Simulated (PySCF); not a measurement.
One molecule, many functionals

Compound: H₆OSSi₂.
Atom-mapped SMILES: `[OH:1][SiH2:2][S:3][SiH3:4]` (hydrogens: H5 on O1; H6, H7 on Si2; H8, H9, H10 on Si4)

Structure used (PBE0-D3(BJ)/def2-SVP), in Å, numbered top down from 1:
```
atom  x, y, z in Å
O1     2.6952   -0.7770   -0.0904
Si2    1.0456   -0.9209   -0.1141
S3     0.2271    0.9367    0.6113
Si4   -1.8706    0.4925    0.4584
H5     3.0679    0.0486    0.2308
H6     0.5682   -1.1786   -1.5027
H7     0.6085   -2.0447    0.7627
H8    -2.2504    0.1837   -0.9524
H9    -2.5801    1.7153    0.9253
H10   -2.2358   -0.6732    1.3173
```

Linear-response calculations in the def2-SVPD basis (PySCF; singlets by full response, triplets Tamm–Dancoff, core orbitals frozen in the response; HF means time-dependent Hartree–Fock). 'Strongest' is the level of largest summed f among the singlets computed (10 roots, of which the last may lack a degenerate partner); it can jump between rows when another state enters that window. S1 is the lowest singlet of each run and needn't be the same state throughout; f(S1) is that of one state. Geometry: PBE0-D3(BJ)/def2-SVP, one conformer, isolated molecule.

```csv
functional,kind,S1 (eV),f(S1),strongest (eV),T1 (eV),HOMO (eV),gap (eV),"ionisation energy, ΔSCF (eV)"
LDA,LDA,4.94,0.000,6.77,4.84,-6.42,4.90,9.38
PBE,GGA,5.08,0.001,6.93,4.94,-6.37,5.05,9.30
B3LYP,"global hybrid, 20% exact exchange",5.54,0.001,7.41,5.38,-7.31,6.59,9.55
PBE0,"global hybrid, 25% exact exchange",5.70,0.000,7.54,5.51,-7.56,7.05,9.56
BHandHLYP,"global hybrid, 50% exact exchange",6.16,0.002,8.02,5.90,-8.61,8.86,9.57
CAM-B3LYP,range-separated hybrid,5.92,0.001,7.78,5.70,-8.83,9.19,9.65
wB97X-D,range-separated hybrid,6.01,0.000,7.83,5.85,-9.37,10.56,9.68
LC-wPBE,range-separated hybrid,6.37,0.000,8.21,6.06,-10.21,11.65,9.77
HF,Hartree–Fock,6.97,0.003,8.87,6.54,-10.31,12.23,not settled
```

S1 runs from 4.94 eV (LDA) to 6.97 eV (HF), a spread of 2.02 eV, while the orbital gap spreads over 7.3 eV. Along PBE (0%), B3LYP (20%), PBE0 (25%), BHandHLYP (50%), HF (100%) S1 rises with the share of exact exchange. −ε(HOMO) comes closest to its own ΔSCF ionisation energy with wB97X-D (-0.31 eV) and misses most with LDA (-2.96 eV). 'Not settled' means that the ion's SCF failed to converge or may have ended in another state than the lowest.

Without π bonds the low states are Rydberg-like; a valence basis with one diffuse set may place them up to an eV too high.
